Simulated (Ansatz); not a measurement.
Input file for Ansatz (a first-principles code): R-B3LYP-D3(BJ)/def2-TZVP on NH3 (SMILES N).

Ansatz 0.2 input:
```yaml
crystal:
  periodic: [false, false, false]
  atoms:
    - {symbol: N, position_ang: [0.00550000, -0.00180000, -0.36750000]}
    - {symbol: H, position_ang: [0.88580000, -0.01310000, 0.11330000]}
    - {symbol: H, position_ang: [-0.44050000, 0.78780000, 0.12080000]}
    - {symbol: H, position_ang: [-0.45070000, -0.77290000, 0.13350000]}
basis:
  gaussian:
    orbitals: def2-TZVP
hamiltonian:
  xc: b3lyp
  dispersion: d3bj
relax: {f_tol: 0.004, max_steps: 120}
scf: {lower_state_search: off}
```

Output:

```
WARN ansatz: RAYON_NUM_THREADS=1 ignored (pool sized by the plan → 1); use --threads N
Functional definition: B3LYP
these checks for a lower state are left out or cut short: stability, starts, cluster_reference, orbital_swaps, neighbouring_geometries, increment
integrals: 0.00 GiB planned
287 factors; their error is unknown
mean field: 0.08 GiB planned
mean field evaluation 1: about -1533.4308 eV, gradient 5.8e1 eV
mean field evaluation 2: about -1525.3056 eV, gradient 8.0e1 eV
mean field evaluation 4: about -1539.6666 eV, gradient 3.1e-1 eV
mean field evaluation 8: about -1539.6629 eV, gradient 1.6e-3 eV
mean field -1539.66293296 eV, -56.5815691654 hartree, gradient 7.5e-6 eV, S^2 0.000000; 0 other end points of the search recorded, 0 dependent functions left out
the calculation of the forces begins
reference -1539.66306978 eV, -56.5815741934 hartree; 5, 5 occupied and 44, 44 virtual orbitals, 287 factors
relax step   1: F+E_penalty+E_count = -1539.69615873 eV  Δ(F+E_penalty+E_count) = +0.000e0 eV  max|allowed force component| = 1.265e0 eV/Å  Δτ_max = 0.0000 Å  (13 SCF iters, accepted)
these checks for a lower state are left out or cut short: stability, starts, cluster_reference, orbital_swaps, neighbouring_geometries, increment
integrals: 0.00 GiB planned
287 factors; their error is unknown
mean field: 0.08 GiB planned
mean field evaluation 16: about -1539.7285 eV, gradient 2.8e0 eV
mean field -1539.74132148 eV, -56.5844498902 hartree, gradient 1.2e-6 eV, S^2 0.000000; 0 other end points of the search recorded, 0 dependent functions left out
the calculation of the forces begins
reference -1539.74146041 eV, -56.5844549958 hartree; 5, 5 occupied and 44, 44 virtual orbitals, 287 factors
relax step   2: F+E_penalty+E_count = -1539.77452213 eV  Δ(F+E_penalty+E_count) = -7.836e-2 eV  max|allowed force component| = 1.019e0 eV/Å  Δτ_max = 0.0368 Å  (17 SCF iters, accepted)
these checks for a lower state are left out or cut short: stability, starts, cluster_reference, orbital_swaps, neighbouring_geometries, increment
integrals: 0.00 GiB planned
287 factors; their error is unknown
mean field: 0.08 GiB planned
mean field -1539.77160790 eV, -56.5855628957 hartree, gradient 1.2e-6 eV, S^2 0.000000; 0 other end points of the search recorded, 0 dependent functions left out
the calculation of the forces begins
reference -1539.77175386 eV, -56.5855682595 hartree; 5, 5 occupied and 44, 44 virtual orbitals, 287 factors
relax step   3: F+E_penalty+E_count = -1539.80478048 eV  Δ(F+E_penalty+E_count) = -3.026e-2 eV  max|allowed force component| = 3.275e-1 eV/Å  Δτ_max = 0.0704 Å  (17 SCF iters, accepted)
these checks for a lower state are left out or cut short: stability, starts, cluster_reference, orbital_swaps, neighbouring_geometries, increment
integrals: 0.00 GiB planned
287 factors; their error is unknown
mean field: 0.08 GiB planned
mean field evaluation 32: about -1539.7746 eV, gradient 2.3e-1 eV
mean field -1539.77468801 eV, -56.5856760875 hartree, gradient 1.4e-6 eV, S^2 0.000000; 0 other end points of the search recorded, 0 dependent functions left out
the calculation of the forces begins
reference -1539.77483238 eV, -56.5856813931 hartree; 5, 5 occupied and 44, 44 virtual orbitals, 287 factors
relax step   4: F+E_penalty+E_count = -1539.80786408 eV  Δ(F+E_penalty+E_count) = -3.084e-3 eV  max|allowed force component| = 8.311e-3 eV/Å  Δτ_max = 0.0153 Å  (17 SCF iters, accepted)
these checks for a lower state are left out or cut short: stability, starts, cluster_reference, orbital_swaps, neighbouring_geometries, increment
integrals: 0.00 GiB planned
287 factors; their error is unknown
mean field: 0.08 GiB planned
mean field -1539.77469343 eV, -56.5856762869 hartree, gradient 1.4e-6 eV, S^2 0.000000; 0 other end points of the search recorded, 0 dependent functions left out
the calculation of the forces begins
reference -1539.77483772 eV, -56.5856815894 hartree; 5, 5 occupied and 44, 44 virtual orbitals, 287 factors
relax step   5: F+E_penalty+E_count = -1539.80786990 eV  Δ(F+E_penalty+E_count) = -5.823e-6 eV  max|allowed force component| = 3.078e-3 eV/Å  Δτ_max = 0.0008 Å  (19 SCF iters, accepted)
Total energy: -1539.80801419 eV, -56.5869008022 hartree
Atom 0 at    -0.002224    -0.002238    -0.279112 Å, force     0.001100     0.002070    -0.000580 eV/Å
Atom 1 at     0.943346    -0.009457     0.085780 Å, force     0.002365    -0.002275    -0.000101 eV/Å
Atom 2 at    -0.461493     0.822307     0.090380 Å, force    -0.003078     0.000304    -0.000126 eV/Å
Atom 3 at    -0.479529    -0.810612     0.103052 Å, force    -0.000386    -0.000100     0.000807 eV/Å
Dipole moment:     0.002774     0.002741     0.348506 e Å
Checks for a lower state left out: stability, starts, cluster_reference, orbital_swaps, neighbouring_geometries, increment
```

Self-consistency was reached.

Cost: around 2.2 core-seconds (rough).
